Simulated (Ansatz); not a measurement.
## Ligand exchange: MgH(NH2) + Si(NH2)2(SiH3)2 → Mg(NH2)2 + SiH(NH2)(SiH3)2

Species: MgH(NH2), singlet; Si(NH2)2(SiH3)2, singlet; Mg(NH2)2, singlet; SiH(NH2)(SiH3)2, singlet. The partners trade H for NH2: Mg–H and Si–NH2 bonds give way to Mg–NH2 and Si–H.

Shapes, held fixed at every level: PBE0-D4/def2-TZVP. Flexible molecules stand in one conformer, not always the lowest. Programs: Ansatz 0.2.0. Electronic energies: no zero-point or thermal term.

(1) Estimate ΔE of this reaction.

## Answers

(1) The highest level, CCSD(T)/def2-TZVPP, gives ΔE = -3.7 kJ/mol; the levels span -7.4 to +2.3. That is about zero within the method's error. They disagree on the sign: 4 of 7 are positive. The column of differences is taken from that level and isn't an error. No measured value is set beside it here. Outer-core shells of Mg are correlated in most correlated rows, in sets that cover them unevenly.

```json
{"level": "HF/def2-TZVPP", "kind": "Hartree–Fock", "ΔE (kJ/mol)": "+0.1", "less CCSD(T)/def2-TZVPP": "+3.8"}
{"level": "B3LYP-D4/def2-TZVPP", "kind": "global hybrid", "ΔE (kJ/mol)": "+2.0", "less CCSD(T)/def2-TZVPP": "+5.7"}
{"level": "wB97M-V/def2-TZVPP", "kind": "range-separated hybrid", "ΔE (kJ/mol)": "+2.3", "less CCSD(T)/def2-TZVPP": "+6.0"}
{"level": "wB97X-V/def2-TZVPP", "kind": "range-separated hybrid", "ΔE (kJ/mol)": "+0.6", "less CCSD(T)/def2-TZVPP": "+4.3"}
{"level": "MP2/def2-TZVPP", "kind": "perturbation theory", "ΔE (kJ/mol)": "-7.4", "less CCSD(T)/def2-TZVPP": "-3.7"}
{"level": "CCSD/def2-TZVPP", "kind": "coupled cluster or CI", "ΔE (kJ/mol)": "-4.8", "less CCSD(T)/def2-TZVPP": "-1.1"}
{"level": "CCSD(T)/def2-TZVPP", "kind": "coupled cluster or CI", "ΔE (kJ/mol)": "-3.7", "less CCSD(T)/def2-TZVPP": "0.0"}
```
